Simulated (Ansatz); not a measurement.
Rb₂F. Total charge 0; doublet. Geometry r2SCAN-D4/def2-TZVP; atoms count from 1.

```
atom   x (Å)   y (Å)   z (Å)
 Rb1   1.348   0.702  -1.608
 Rb2  -0.867  -0.217   2.025
  F3  -0.481  -0.486  -0.416
```

In the def2 sets Rb takes a core potential; there is no spin–orbit coupling. The structure comes from a short search, and lower isomers may exist.

**Question.** Estimate the Mulliken populations from the PBE0/def2-TZVP orbitals of Ansatz.

**Answer.** 
```csv
atom,charge (e),spin (α − β)
Rb1,0.39,0.50
Rb2,0.39,0.50
F3,-0.78,0.00
```
Mulliken values and Mayer orders depend strongly on the basis.

**Question.** Where does the spin sit?

**Answer.** Summed by element: Rb 1.00, F 0.00, of 1 unpaired in all. Largest on single atoms: Rb2 0.50, Rb1 0.50, F3 0.00.

**Question.** And the Mayer bond orders between bonded heavy atoms (over 0.3)?

**Answer.** Rb1–Rb2 0.51 (4.35 Å).
